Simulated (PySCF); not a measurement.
Level of theory: PBE-D3(BJ)/def2-TZVP // B3LYP-D3(BJ)/def2-TZVP run with PySCF. Isolated molecules, 0 K electronic values unless said otherwise. 

Reference species (SMILES): `[H]/N=C/C` (neutral, multiplicity 1).

```json
{
 "HOMO–LUMO gap": "4.86 eV",
 "HOMO": "-6.03 eV"
}
```

Changed species: `CN=C`.

### Question
Give the shifts of the HOMO–LUMO gap and HOMO.

### Answer
the HOMO–LUMO gap drops by 0.43 eV, to 4.43 eV; the HOMO increases by 0.19 eV, to -5.84 eV.
